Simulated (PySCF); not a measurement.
One of the candidates below gave these computed data.

All candidates are C5H4FN.

* Polarisability: 59.2 au [wB97X-D/def2-SVPD]
* Dipole: 4.24 D [wB97X-D/def2-SVPD]
* UV, first state: lowest singlet excitation: 6.78 eV (183 nm, f = 0.107) [TDDFT wB97X-D/def2-SVPD]
* Rotational structure: rotational constants A, B, C: 4.464, 2.421, 2.042 GHz [PBE0-D3(BJ)/def2-SVP]

Electronic properties: PySCF, gas phase, density fitting. Levels stand in brackets. Isolated species at its PBE0-D3(BJ)/def2-SVP geometry, gas phase.

Problem. Which candidate is it?
A. `N#C[C@]1(F)C=CC1`
B. `N#CC#CCCF`
C. `[H]/N=C\C(F)=C\C#C`

Solution. A. It is `N#C[C@]1(F)C=CC1`. Numbering: `[N:1]#[C:2][C@:3]1([F:4])[CH:5]=[CH:6][CH2:7]1`. Its formula, C5H4FN, gives 4 degrees of unsaturation: 1 ring and 3 π bonds in the structure found. By its constants the optimised geometry is an asymmetric top.

The others, at the same levels:
- `N#CC#CCCF` fails: its computed lowest singlet excitation is 5.10 eV (243 nm, f = 0.000) (against 6.78 eV), static isotropic polarisability is 68.6 au (against 59.2 au) and rotational constant A is 20.546 GHz (against 4.464 GHz).
- `[H]/N=C\C(F)=C\C#C` fails: its computed lowest singlet excitation is 4.45 eV (279 nm, f = 0.003) (against 6.78 eV), static isotropic polarisability is 74.3 au (against 59.2 au) and rotational constant A is 6.520 GHz (against 4.464 GHz).

Each candidate is one conformer, not necessarily the lowest. Dipoles, sizes and rotational constants follow the conformer. The torsions of the flexible species, by atom-mapped SMILES:
- `[N:1]#[C:2][C:3]#[C:4][CH2:5][CH2:6][F:7]`: C4–C5–C6–F7 180°
- `[H]/[N:7]=[CH:6]\[C:4](=[CH:3]\[C:2]#[CH:1])[F:5]`: C3–C4–C6–N7 -5°
